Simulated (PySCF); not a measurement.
# Spin–spin coupling constants

Geometry:
| atom | x (Å) | y (Å) | z (Å) |
| --- | --- | --- | --- |
| C1 | -3.091 | 0.881 | 0.525 |
| C2 | -2.256 | 0.103 | 0.122 |
| C3 | -1.241 | -0.836 | -0.350 |
| C4 | 0.163 | -0.374 | -0.126 |
| C5 | 0.900 | -0.109 | 0.992 |
| C6 | 2.188 | 0.306 | 0.529 |
| C7 | 2.130 | 0.259 | -0.831 |
| O8 | 0.909 | -0.151 | -1.231 |
| H9 | -3.833 | 1.572 | 0.878 |
| H10 | -1.400 | -1.812 | 0.140 |
| H11 | -1.370 | -1.009 | -1.430 |
| H12 | 0.558 | -0.192 | 2.021 |
| H13 | 3.045 | 0.600 | 1.132 |
| H14 | 2.846 | 0.475 | -1.619 |

Method: B3LYP/pcJ-1 (without the spin–dipole term)//PBE0-D3(BJ)/def2-SVP, PySCF 2.14; isolated molecule, single conformer, non-relativistic. Couplings are averaged over pairs made equivalent by symmetry, fast rotation or ring inversion, so a value needn't be that of the named pair in this geometry, while other rotamers aren't included; one pair stands for each set, and the list holds a selection of those of at least 1.5 Hz over up to four bonds, among pairs with at least one C or H atom (others weren't computed).

Isotopes: 13C, 1H, 17O. Couplings to quadrupolar nuclei such as 17O and 33S are rarely resolved in practice.

```tsv
pair	bonds	J (Hz)
C1, C2	1	201.7
C1, H9	1	273.4
C2, C3	1	77.8
C3, C4	1	62.1
C3, H10	1	?
C4, C5	1	78.5
C4, O8	1	?
C5, C6	1	?
C5, H12	1	?
C6, C7	1	?
C6, H13	1	?
C7, O8	1	26.1
C7, H14	1	212.4
C2, C4	2	-4.8
C2, H10	2	-12.6
C4, C6	2	2.7
C5, H13	2	4.6
O8, H14	2	-21.0
C1, C4	3	?
C1, H10	3	5.1
C3, C7	3	3.1
C3, H9	3	4.0
C4, H13	3	7.8
C5, H14	3	5.9
O8, H12	3	-3.1
H9, H10	4	?
```

Q: Estimate the withheld couplings, with signs.

A: 
- 1J(C3,H10) = 136.9 Hz (bond length 1.104 Å, sp3 carbon)
- 1J(C4,O8) = 25.8 Hz (bond length 1.351 Å)
- 1J(C5,C6) = 57.0 Hz (bond length 1.430 Å)
- 1J(C5,H12) = 183.8 Hz (bond length 1.088 Å, sp2 carbon)
- 1J(C6,C7) = 74.9 Hz (bond length 1.362 Å)
- 1J(C6,H13) = 183.6 Hz (bond length 1.088 Å, sp2 carbon)
- 3J(C1,C4) = 3.1 Hz
- 4J(H9,H10) = -4.3 Hz
